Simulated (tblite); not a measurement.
Compound: C2H7NSi.
Numbering: `[CH3:1]/[CH:2]=[N:3]\[SiH3:4]` (hydrogens: H5, H6, H7 on C1; H8 on C2; H9, H10, H11 on Si4)

Method: GFN2-xTB as coded in tblite; computed harmonic values from a numerical Hessian at the method's own geometry, unscaled. Against measured fundamentals such values can be off by several per cent, at times by over 20. Modes of hydrogen on silicon can be 10 to 20 % off.

Harmonic wavenumbers (cm⁻¹): 99.4, 118.5, 179.0, 290.9, 480.5, 602.5, 610.0, 739.3, 757.9, 792.0, 818.7, 822.6, 978.9, 1012.9, 1102.6, 1338.6, 1373.9, 1458.1, 1460.9, 1785.2, 2165.9, 2279.2, 2280.9, 2892.7, 3007.7, 3018.7, 3061.6.

A = 15445, B = 3250, C = 2822 MHz; mass 73.035 u (most abundant isotopes); point group Cs, symmetry number 1.

Question: What is the zero-point energy?

Answer: ½Σν̃ = 17765 cm⁻¹ = 50.79 kcal/mol.

Question: Entropy at 350 K, 1 bar (ideal gas, RRHO, classical rotation)?

Answer: Translation 39.60, rotation 25.71, vibration 16.15: S = 81.5 cal/(mol K).

Question: And Cp and H(350 K) − H(0)?

Answer: Cp = 26.40 cal/(mol K), of which vibrations give 18.45 (their classical limit is 27 R = 53.7); H(350 K) − H(0) = 5.90 kcal/mol without the zero-point energy, 3.12 from vibrations.

Question: Which modes carry the vibrational entropy at 350 K?

Answer: 99.4 cm⁻¹: 3.78; 118.5 cm⁻¹: 3.44; 179.0 cm⁻¹: 2.64; 290.9 cm⁻¹: 1.75; 480.5 cm⁻¹: 0.93; 602.5 cm⁻¹: 0.63 cal/(mol K); the other 21 give 2.99 together.

Question: Blend soft modes into free rotors: weight 1/[1 + (100 cm⁻¹/ν̃)⁴] for the oscillator and the rest for a rotor with moment μB/(μ + B), μ = h/(8π²ν), B = 10⁻⁴⁴ kg m². What vibrational entropy results?

Answer: 15.55 cal/(mol K) in place of 16.15, which changes −T·S at 350 K by +0.21 kcal/mol.

Question: What must be added to the electronic energy to get the Gibbs energy at 350 K and 1 bar?

Answer: ZPE + [H(350 K) − H(0)] − T·S = 50.79 + 5.90 − 28.51 = 28.18 kcal/mol.

Hindered rotation and anharmonicity are outside this model.

Hardware: one thread of an Arm Neoverse V1 (shared host). Cost: 0.19 s wall. This covers the Hessian and the dipole derivatives.
